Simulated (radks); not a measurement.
Values are calculated unless marked as measured or tabulated.
Valence configurations of C+ (all share [He]). Code: a radial shooting solver on a logarithmic mesh with Libxc functionals. Model: non-relativistic Kohn-Sham, SCAN, spin-polarised, spherical densities, point nucleus; open shells are filled with parallel spins first; meta-GGA in the generalised Kohn-Sham scheme. Energies are relative to 2s2 2p1; eigenvalues in eV for spin up.

valence,E (eV),moment (Bohr magnetons),e(2p),e(2s)
2s2 2p1,0.000,1,-17.778,-27.455
2p3,13.797,3,-19.109,-
2s0.5 2p2.5,9.006,3,-19.103,-28.772

NIST lists [He] 2s2 2p1 as the ground configuration; this level of theory agrees among the configurations tried. The energies are those of spherical high-spin densities, not of single terms. No valid solution was reached for [He] 2s1 2p2; [He] 2s1.5 2p1.5.
